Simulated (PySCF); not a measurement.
A structure optimised at PBE0-D3(BJ)/def2-SVP, used in a PySCF frequency run:

```
Si
F 1 1.6322
N 1 1.7034 2 117.85
H 3 1.0121 1 120.69 2 -75.51
H 3 1.0121 4 112.74 1 -153.14
N 1 1.7181 2 102.25 3 -115.56
H 6 1.0123 1 120.86 2 -179.00
H 6 1.0128 7 111.59 1 -148.92
N 1 1.7181 2 102.25 6 -128.89
H 9 1.0123 1 120.86 2 179.00
H 9 1.0128 10 111.59 1 148.92
```
Charge 0, spin multiplicity 1.

**Question.** Write its SMILES, formula and point group.

**Answer.** N[Si](N)(N)F, FH6N3Si, Cs

**Question.** What are its rotational constants (standard atomic weights)?

**Answer.** 3.9271, 3.8305, 3.2460 GHz
